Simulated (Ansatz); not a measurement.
`[Br][Sb]([Br])[Br]`. Total charge 0; spin multiplicity 1. Sb takes the def2 core potential. The structure was optimised at the PBE0-D4/def2-TZVP level.

```xyz
4

Br   -0.478    0.469   -2.101
Sb    0.845    0.332    0.013
Br    0.486   -2.088    0.515
Br   -0.854    1.288    1.573
```

Question: What is the dipole moment at ωB97M-V/def2-TZVPP? (Estimate.)

Answer: The calculation gave: 2.26 D, with components (2.10, 0.83, 0.03) D in this frame, pointing from negative to positive charge.

Question: And with PBE, r2SCAN, B3LYP? (Best estimate.)

Answer: The calculation gave: PBE 2.07 D, r2SCAN 2.15 D, B3LYP 2.26 D.

Question: Give the Mulliken charges with ωB97M-V, B3LYP, PBE in def2-TZVPP. (Best estimate.)

Answer: Ansatz gave: 
| atom | ωB97M-V | B3LYP | PBE |
| --- | --- | --- | --- |
| Br1 | -0.24 | -0.27 | -0.25 |
| Sb2 | 0.72 | 0.82 | 0.75 |
| Br3 | -0.24 | -0.27 | -0.25 |
| Br4 | -0.24 | -0.27 | -0.25 |

B3LYP here is the variant with VWN-RPA as its local correlation; programs differ in this.
